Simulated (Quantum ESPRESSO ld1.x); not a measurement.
Question: Species: Sc4+. Configuration: [Ne] 3s2 3p5. Calculated with ld1.x of Quantum ESPRESSO 7.5: scalar-relativistic Kohn-Sham, exchange-only LDA, spin-polarised, spherical densities, point nucleus; open shells are filled with parallel spins first. Some entries of the table are withheld. Estimate them.

orbital,occ.,eigenvalue (eV),<1/r> (bohr^-1)
1s up,1,-4439.426,20.72
1s down,1,-4439.009,20.72
2s up,1,-527.197,4.286
2s down,1,-526.758,4.287
2p up,3,-442.392,4.197
2p down,3,-441.856,4.198
3s up,1,-104.397,1.362
3s down,1,-102.663,1.359
3p up,3,-82.403,(1)
3p down,2,-80.729,(2)
3d up,0,-49.241,1.024
3d down,0,-47.773,1.017
4s up,0,-34.898,(3)
4s down,0,-34.422,(4)

Answer: 
(1) 3p up <1/r> (bohr^-1): 1.255
(2) 3p down <1/r> (bohr^-1): 1.251
(3) 4s up <1/r> (bohr^-1): 0.5510
(4) 4s down <1/r> (bohr^-1): 0.5450
